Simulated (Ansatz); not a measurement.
A nudged elastic band was laid between two geometries of C2H3OSi (7 atoms, charge -1, multiplicity 1).

These are results of Ansatz 0.2.0, RKS PBE0/def2-SVP, not measurements.

```json
{
 "movable images": "5",
 "climbing image": "yes",
 "spring": "5.0 eV/Å²",
 "optimiser": "quadratic models (default)",
 "start path": "IDPP",
 "force threshold": "0.05 eV/Å",
 "iteration limit": "60",
 "end points": "relaxed"
}
```

Image 0:

```xyz
7
Properties=species:S:1:pos:R:3
O -1.431 -0.181 -0.950
C -0.450 -0.574 -0.063
Si 0.311 -1.710 1.005
C 0.695 0.217 0.402
H -1.190 0.723 -1.189
H 0.532 1.079 1.091
H 1.533 0.447 -0.296
```

Image 6:

```xyz
7
Properties=species:S:1:pos:R:3
O -1.211 0.344 -1.031
C -0.367 -0.283 -0.136
Si 0.166 -1.609 0.854
C 0.833 0.291 0.469
H -1.890 -0.313 -1.222
H 0.736 1.101 1.226
H 1.735 0.470 -0.158
```

What changes between the two ends?

No bond is made or broken. The dihedral H5–O1–C2–C4 goes from 0 to 180°.

Give the energies along the band, and the barrier.

The forces met the threshold. The highest image is number 3 of 0 to 6, 21.4 kJ/mol above the first end and 26.5 kJ/mol above the last; the last end lies 5.0 kJ/mol below the first. A vibrational analysis at the climbing image gives one clearly imaginary mode, 430i cm⁻¹: a first-order saddle point. Limits of this set-up: an anion without diffuse functions, the dipole of an ion depends on the origin.

```json
{"image": "0", "path coordinate (Å)": "0.00", "energy (kJ/mol)": "0.0", "dihedral H5–O1–C2–C4 (°)": "0"}
{"image": "1", "path coordinate (Å)": "0.38", "energy (kJ/mol)": "4.7", "dihedral H5–O1–C2–C4 (°)": "30"}
{"image": "2", "path coordinate (Å)": "0.75", "energy (kJ/mol)": "15.1", "dihedral H5–O1–C2–C4 (°)": "61"}
{"image": "3", "path coordinate (Å)": "1.13", "energy (kJ/mol)": "21.4", "dihedral H5–O1–C2–C4 (°)": "93"}
{"image": "4", "path coordinate (Å)": "1.47", "energy (kJ/mol)": "14.7", "dihedral H5–O1–C2–C4 (°)": "122"}
{"image": "5", "path coordinate (Å)": "1.81", "energy (kJ/mol)": "0.8", "dihedral H5–O1–C2–C4 (°)": "152"}
{"image": "6", "path coordinate (Å)": "2.14", "energy (kJ/mol)": "-5.0", "dihedral H5–O1–C2–C4 (°)": "180"}
```

What is the geometry of the highest image?


```xyz
7
Properties=species:S:1:pos:R:3
O -1.513 0.244 -0.743
C -0.463 -0.385 -0.066
Si 0.336 -1.781 0.577
C 0.731 0.223 0.544
H -1.272 0.220 -1.675
H 0.637 0.842 1.464
H 1.543 0.636 -0.100
```

What are the harmonic wavenumbers there?

430i, 303, 368, 473, 705, 776, 883, 1020, 1101, 1147, 1349, 1465, 2903, 2942, 3826 cm⁻¹.

The band took 6 iterations and about 80 core-seconds.

Time of the run: 77 s on 1 thread of Arm Neoverse V1 (shared host), peak memory 0.14 GiB.
